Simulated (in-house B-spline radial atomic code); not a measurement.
## RPA and G0W0 on PBE0: Mn XIX (Mn18+)

Configuration [He] 2s2 2p3, highest spin, mean-field start PBE0. Computed with an all-electron radial atomic-structure program (B-spline basis): all electrons, non-relativistic, point nucleus, each spin shell either full or empty, empty states to l = 9 with an (l + 1/2)⁻⁴ tail; G0W0 by contour deformation at full frequency.

Command:
```bash
python run_gw.py task.json out
```
Settings (radii: box in bohr, nucleus in fm):
```
Z                        25
electrons                7
configuration            [He] 2s2 2p3
hamiltonian              nr
method                   pbe0
lmax                     9
spin_polarised           True
box_radius               4.4
intervals                45
```

Time taken, with all properties: 1.2 s on 1 thread of Arm Neoverse N1, on a shared host.

Energies (hartree):

```csv
term,value
mean-field total,-911.80677
Hartree-Fock functional on these orbitals,-911.80995
direct second order,-0.46369
second-order exchange,0.24107
SOSEX correction,0.22069
```

Problem. What is the RPA correlation energy, and what remains with SOSEX?

Solution. RPA gives -0.42903 hartree (-1.67 eV per electron); RPA + SOSEX gives -0.20834, and the second-order doubles -0.22261 hartree (no singles). SOSEX takes back 51 % of the RPA value.

Quasi-particle levels (eV):

```json
{"level": "2p up", "occupied": "yes", "mean field": "-1399.82", "Σx - vxc": "-37.45", "Σc": "?", "QP weight": "?", "G0W0": "?"}
{"level": "2s down", "occupied": "yes", "mean field": "-1445.47", "Σx - vxc": "-23.18", "Σc": "-5.07", "QP weight": "0.985", "G0W0": "-1473.72"}
{"level": "2p down", "occupied": "no", "mean field": "-1344.43", "Σx - vxc": "35.77", "Σc": "-3.83", "QP weight": "0.992", "G0W0": "-1312.49"}
```

G0W0 = mean field + (Σx - vxc) + Σc, with Σc (partial-wave tail included) taken at the quasi-particle energy. Levels of low weight are left out.

Problem. Where does G0W0 put 2p up?

Solution. At -1434.91 eV, with Σc = 2.36 eV and a quasi-particle weight of 0.986. The tabulated removal energy is 1430.9 ± 2.2 eV (NIST, semi-empirical); the calculation leaves out relativity, Breit and QED terms, and what these don't explain is the method's own error.
